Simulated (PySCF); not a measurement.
C3H8BNO, SMILES C[C@H]1COB1N. The structure is a stationary point at TPSSh-D3(BJ)/def2-SVP. The structure was generated by enumeration; whether it is a known compound was not checked. Other conformers were not sampled.

Computed equilibrium geometry at TPSSh-D3(BJ)/def2-SVP (PySCF confirms it by a frequency run) as a Z-matrix (one conformer of several):
```
C
H 1 1.1032
C 1 1.5269 2 110.45
H 3 1.1022 1 110.98 2 61.02
H 3 1.1026 4 107.31 1 -121.80
H 3 1.1038 4 107.38 5 -115.44
C 1 1.5505 2 111.43 3 -132.40
H 7 1.1026 1 116.15 2 5.41
H 7 1.1035 8 109.31 1 -131.77
O 7 1.4573 8 110.55 9 -121.70
B 10 1.3896 7 90.04 8 -121.71
N 11 1.4010 10 126.39 7 -177.84
H 12 1.0120 11 123.12 10 -179.68
H 12 1.0145 13 114.29 11 -179.55
```
Charge 0, spin multiplicity 1.
